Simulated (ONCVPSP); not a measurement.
## Plane-wave convergence, ONCV potential for F

- Element: F (Z = 9)
- Generator: ONCVPSP 4.0.1
- Type: optimised norm-conserving Vanderbilt (ONCV)
- Functional: PBE
- Relativity: scalar-relativistic
- Frozen core: [He]
- Valence charge: 7
- Reference configuration: 2s2 2p5
- Partial waves: 2s: rc 0.75 bohr, ncon 4, nbas 7, qcut 9.6 1/bohr, 3 projectors, debl 2.3 Ha; 2p: rc 1.65 bohr, ncon 4, nbas 8, qcut 8.5 1/bohr, 1 projector
- Local potential: polynomial inside 0.50 bohr (lpopt 2, dvloc0 0 Ha)
- Core correction: polynomial model core, fcfact 0.25

Question: For each optimised wave give the share of its norm inside rc, the residual kinetic energy above qcut (Ha) and the cutoffs (Ha) for errors of 10, 1, 0.1 and 0.01 mHa per electron.

Answer:

```tsv
wave	norm inside rc	residual KE	10 mHa	1 mHa	0.1 mHa	0.01 mHa
2s	0.325	2.2e-03	35.2	73.7	191.2	228.0
s projector 2	0.080	8.8e-04	29.0	45.0	102.5	286.9
s projector 3	0.052	1.1e-03	30.0	46.2	98.7	217.1
2p	0.835	1.9e-06	21.1	26.2	30.3	33.6
```

The occupied waves need 74 Ha and 191 Ha for 1 and 0.1 mHa. Note: ghosts flagged at negative energy: s at -1688.3 eV; no localised positive-energy state flagged. A true bound ghost makes a file unfit for plane-wave use. Its largest configuration-test error is +4653 meV.
